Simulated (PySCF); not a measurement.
## Effect of structural changes

Theory: quadratic response CAM-B3LYP/aug-cc-pVDZ first hyperpolarisability, Taylor convention, gas phase (PySCF). Geometry: PBE0-D3(BJ)/def2-SVP.

Each molecule in one low-energy conformer.

(1) How does the norm of the vector part βᵢ = ⅓ Σⱼ (βᵢⱼⱼ + βⱼᵢⱼ + βⱼⱼᵢ) of the static first hyperpolarisability change along this series?
- C#Cc1cccc(O)c1 (H on C replaced by ethynyl)
- OCc1cccc(O)c1 (H on C replaced by CH2OH)
- CS(=O)(=O)c1cccc(O)c1 (H on C replaced by SO2CH3)
- Nc1cccc(O)c1 (H on C replaced by NH2)

## Answers

(1) 
| molecule | static β vector norm (au) | static β HRS (au) | S1 (eV) |
| --- | --- | --- | --- |
| C#Cc1cccc(O)c1 | 296 | 113 | 4.78 |
| OCc1cccc(O)c1 | 166 | 77 | 5.07 |
| CS(=O)(=O)c1cccc(O)c1 | 262 | 98 | 4.94 |
| Nc1cccc(O)c1 | 278 | 143 | 4.87 |

The norm of the vector part βᵢ = ⅓ Σⱼ (βᵢⱼⱼ + βⱼᵢⱼ + βⱼⱼᵢ) of the static first hyperpolarisability is lowest for OCc1cccc(O)c1 and highest for C#Cc1cccc(O)c1.
